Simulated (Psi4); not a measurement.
C4H12Ge (SMILES [CH3][Ge]([CH3])([CH3])[CH3]), singlet, geometry from GFN2-xTB; Psi4 with B3LYP5/STO-3G.

The Psi4 input:
```
memory 2 GB

molecule mol {
0 1
  C    -0.239471   -1.065952   -1.659899
  Ge    0.000000    0.000000   -0.000000
  C    -0.067197    1.936485   -0.440882
  C    -1.452323   -0.437865    1.283704
  C     1.758991   -0.432668    0.817077
  H    -1.195748   -0.846218   -2.125425
  H    -0.206362   -2.129771   -1.443892
  H     0.544068   -0.843403   -2.378233
  H     0.061617    2.540654    0.452343
  H    -1.021103    2.197555   -0.889625
  H     0.718713    2.200370   -1.142433
  H    -2.425299   -0.209483    0.858704
  H    -1.435912   -1.493036    1.540238
  H    -1.342578    0.133616    2.200673
  H     1.819614   -1.487768    1.067186
  H     2.570043   -0.201400    0.132844
  H     1.912947    0.138884    1.727621
}

set basis sto-3g
set reference rks

energy('b3lyp5')
print_variables()
```

Predict the main parts of the log of this Psi4 run.


```
   => Loading Basis Set <=

    Name: STO-3G
    Role: ORBITAL
    Keyword: BASIS

         ---------------------------------------------------------
                                   SCF
               by Justin Turney, Rob Parrish, Andy Simmonett
                          and Daniel G. A. Smith
                              RKS Reference
         ---------------------------------------------------------

  ==> Geometry <==

    Molecular point group: c1
    Full point group: C1

    Geometry (in Angstrom), charge = 0, multiplicity = 1:

       Center              X                  Y                   Z               Mass
    ------------   -----------------  -----------------  -----------------  -----------------
         C           -0.239471000000    -1.065952000000    -1.659899007520    12.000000000000
         GE          -0.000000000000     0.000000000000    -0.000000007520    73.921177761000
         C           -0.067197000000     1.936485000000    -0.440882007520    12.000000000000
         C           -1.452323000000    -0.437865000000     1.283703992480    12.000000000000
         C            1.758991000000    -0.432668000000     0.817076992480    12.000000000000
         H           -1.195748000000    -0.846218000000    -2.125425007520     1.007825032230
         H           -0.206362000000    -2.129771000000    -1.443892007520     1.007825032230
         H            0.544068000000    -0.843403000000    -2.378233007520     1.007825032230
         H            0.061617000000     2.540654000000     0.452342992480     1.007825032230
         H           -1.021103000000     2.197555000000    -0.889625007520     1.007825032230
         H            0.718713000000     2.200370000000    -1.142433007520     1.007825032230
         H           -2.425299000000    -0.209483000000     0.858703992480     1.007825032230
         H           -1.435912000000    -1.493036000000     1.540237992480     1.007825032230
         H           -1.342578000000     0.133616000000     2.200672992480     1.007825032230
         H            1.819614000000    -1.487768000000     1.067185992480     1.007825032230
         H            2.570043000000    -0.201400000000     0.132843992480     1.007825032230
         H            1.912947000000     0.138884000000     1.727620992480     1.007825032230

  Running in c1 symmetry.

  Rotational constants: A =      0.09361  B =      0.09361  C =      0.09361 [cm^-1]
  Rotational constants: A =   2806.29798  B =   2806.29767  C =   2806.29695 [MHz]
  Nuclear repulsion =  395.501409106494350

  Charge       = 0
  Multiplicity = 1
  Electrons    = 68
  Nalpha       = 34
  Nbeta        = 34

  ==> Algorithm <==

  SCF Algorithm Type is DF.
  DIIS enabled.
  MOM disabled.
  Fractional occupation disabled.
  Guess Type is SAD.
  Energy threshold   = 1.00e-06
  Density threshold  = 1.00e-06
  Integral threshold = 1.00e-12

  ==> Primary Basis <==

  Basis Set: STO-3G
    Blend: STO-3G
    Number of shells: 32
    Number of basis functions: 50
    Number of Cartesian functions: 51
    Spherical Harmonics?: true
    Max angular momentum: 2

  ==> DFT Potential <==

   => LibXC <=

    Version 7.1.2
    S. Lehtola, C. Steigemann, M. J. T. Oliveira, and M. A. L. Marques,  SoftwareX 7, 1–5 (2018) (10.1016/j.softx.2017.11.002)

   => Composite Functional: B3LYP5 <=

    B3LYP5 Hyb-GGA Exchange-Correlation Functional

    P. J. Stephens, F. J. Devlin, C. F. Chabalowski, and M. J. Frisch,  J. Phys. Chem. 98, 11623 (1994) (10.1021/j100096a001)

    Deriv               =              1
    GGA                 =           TRUE
    Meta                =          FALSE

    Exchange Hybrid     =           TRUE
    MP2 Hybrid          =          FALSE

   => Exchange Functionals <=

    0.0800   Slater exchange
    0.7200         Becke 88

   => Exact (HF) Exchange <=

    0.2000               HF

   => Correlation Functionals <=

    0.1900   Vosko, Wilk & Nusair (VWN5)
    0.8100   Lee, Yang & Parr

   => LibXC Density Thresholds  <==

    XC_HYB_GGA_XC_B3LYP5:  1.00E-15

   => Molecular Quadrature <=

    Radial Scheme          =       TREUTLER
    Pruning Scheme         =           NONE
    Nuclear Scheme         =       TREUTLER

    Blocking Scheme        =         OCTREE
    BS radius alpha        =              1
    Pruning alpha          =              1
    Radial Points          =             75
    Spherical Points       =            302
    Total Points           =         360113
    Total Blocks           =           2659
    Max Points             =            256
    Max Functions          =             48
    Weights Tolerance      =       1.00E-15

   => Loading Basis Set <=

    Name: (STO-3G AUX)
    Role: JKFIT
    Keyword: DF_BASIS_SCF

  ==> Integral Setup <==

  SCF_SUBTYPE=INCORE selected. In-core MEM_DF algorithm will be used.
  Using in-core AOs.

  ==> MemDFJK: Density-Fitted J/K Matrices <==

    J tasked:                   Yes
    K tasked:                   Yes
    wK tasked:                   No
    Algorithm:                 Core
    Schwarz Cutoff:           1E-12
    Mask sparsity (%):       2.0800
    Fitting Condition:        1E-10

   => Auxiliary Basis Set <=

  Basis Set: (STO-3G AUX)
    Blend: DEF2-UNIVERSAL-JKFIT
    Number of shells: 232
    Number of basis functions: 782
    Number of Cartesian functions: 967
    Spherical Harmonics?: true
    Max angular momentum: 5

  Minimum eigenvalue in the overlap matrix is 2.2864908102E-01.
  Reciprocal condition number of the overlap matrix is 9.5857388119E-02.
    Using symmetric orthogonalization.

  ==> Pre-Iterations <==

  SCF Guess: Superposition of Atomic Densities via on-the-fly atomic UHF (no occupation information).

   -------------------------
    Irrep   Nso     Nmo
   -------------------------
     A         50      50
   -------------------------
    Total      50      50
   -------------------------

  ==> Iterations <==

                           Total Energy        Delta E     RMS |[F,P]|

   @DF-RKS iter SAD: -2205.96842112288323   -2.20597e+03   0.00000e+00
   @DF-RKS iter   1: -2210.16151824325834   -4.19310e+00   1.45503e-02 ADIIS/DIIS
   @DF-RKS iter   2: -2198.47500846158846    1.16865e+01   1.27669e-01 ADIIS
   @DF-RKS iter   3: -2210.43021040302710   -1.19552e+01   1.07524e-02 ADIIS/DIIS
   @DF-RKS iter   4: -2210.61834101081695   -1.88131e-01   1.23522e-03 ADIIS/DIIS
   @DF-RKS iter   5: -2210.62068195734764   -2.34095e-03   3.00861e-04 ADIIS/DIIS
   @DF-RKS iter   6: -2210.62082540879419   -1.43451e-04   1.21623e-05 DIIS
   @DF-RKS iter   7: -2210.62082563822969   -2.29435e-07   1.35944e-06 DIIS
   @DF-RKS iter   8: -2210.62082564222828   -3.99859e-09   1.82079e-08 DIIS
  Energy and wave function converged.

  ==> Post-Iterations <==

   Electrons on quadrature grid:
      Ntotal   =   67.9999899161 ; deviation = -1.008e-05

    Orbital Energies [Eh]
    ---------------------

    Doubly Occupied:

       1A   -394.123072     2A    -47.963415     3A    -43.612584
       4A    -43.612583     5A    -43.612583     6A     -9.958342
       7A     -9.958130     8A     -9.958129     9A     -9.958129
      10A     -5.505016    11A     -3.730761    12A     -3.730761
      13A     -3.730760    14A     -0.668495    15A     -0.634818
      16A     -0.634816    17A     -0.634815    18A     -0.406284
      19A     -0.366521    20A     -0.366520    21A     -0.366519
      22A     -0.355223    23A     -0.355223    24A     -0.342445
      25A     -0.342444    26A     -0.342444    27A     -0.257112
      28A     -0.257111    29A     -0.257111    30A     -0.177638
      31A     -0.177635    32A     -0.161192    33A     -0.161191
      34A     -0.161188

    Virtual:

      35A      0.258274    36A      0.299042    37A      0.299043
      38A      0.299044    39A      0.471679    40A      0.471680
      41A      0.482692    42A      0.482693    43A      0.482693
      44A      0.502189    45A      0.505716    46A      0.505717
      47A      0.505717    48A      0.519993    49A      0.519994
      50A      0.519995

    Final Occupation by Irrep:
              A
    DOCC [    34 ]
    NA   [    34 ]
    NB   [    34 ]

  @DF-RKS Final Energy: -2210.62082564222828

   => Energetics <=

    Nuclear Repulsion Energy =            395.5014091064943500
    One-Electron Energy =               -3878.4463808508853617
    Two-Electron Energy =                1357.4316270823571813
    DFT Exchange-Correlation Energy =     -85.1074809801942251
    Empirical Dispersion Energy =           0.0000000000000000
    VV10 Nonlocal Energy =                  0.0000000000000000
    Total Energy =                      -2210.6208256422282830

Computation Completed

Properties will be evaluated at   0.000000,   0.000000,   0.000000 [a0]

Properties computed using the SCF density matrix

 Multipole Moments:

 ------------------------------------------------------------------------------------
     Multipole            Electronic (a.u.)      Nuclear  (a.u.)        Total (a.u.)
 ------------------------------------------------------------------------------------

 L = 1.  Multiply by 2.5417464519 to convert [e a0] to [Debye]
 Dipole X            :         -0.0000082            0.0000000           -0.0000082
 Dipole Y            :          0.0000018           -0.0000000            0.0000018
 Dipole Z            :          0.0000013            0.0000009            0.0000022
 Magnitude           :                                                    0.0000087

 ------------------------------------------------------------------------------------

  Variable Map:
  ----------------------------------------------------------------------------
  "CURRENT ENERGY"              =>   -2210.620825642228
  "CURRENT REFERENCE ENERGY"    =>   -2210.620825642228
  "DD SOLVATION ENERGY"         =>       0.000000000000
  "DFT FUNCTIONAL TOTAL ENERGY" =>   -2210.620825642228
  "DFT TOTAL ENERGY"            =>   -2210.620825642228
  "DFT VV10 ENERGY"             =>       0.000000000000
  "DFT XC ENERGY"               =>     -85.107480980194
  "GRID ELECTRONS ALPHA"        =>      33.999994958049
  "GRID ELECTRONS BETA"         =>      33.999994958049
  "GRID ELECTRONS TOTAL"        =>      67.999989916097
  "NUCLEAR REPULSION ENERGY"    =>     395.501409106494
  "ONE-ELECTRON ENERGY"         =>   -3878.446380850885
  "PCM POLARIZATION ENERGY"     =>       0.000000000000
  "PE ENERGY"                   =>       0.000000000000
  "SCF ITERATION ENERGY"        =>   -2210.620825642228
  "SCF ITERATIONS"              =>       8.000000000000
  "SCF TOTAL ENERGY"            =>   -2210.620825642228
  "TWO-ELECTRON ENERGY"         =>    1357.431627082357
  "XC GRID RADIAL POINTS"       =>      75.000000000000
  "XC GRID SPHERICAL POINTS"    =>     302.000000000000
  "XC GRID TOTAL POINTS"        =>  360113.000000000000

  Array Variable Map:
  ----------------------------------------------------------------------------
  "CURRENT DIPOLE"              =>      -0.000008245855 ... 0.000002186616 1 by 3
  "SCF DIPOLE"                  =>      -0.000008245855 ... 0.000002186616 1 by 3
  "SCF TOTAL ENERGIES"          =>   -2205.968421122883 ... -2210.620825642228 1 by 9
```
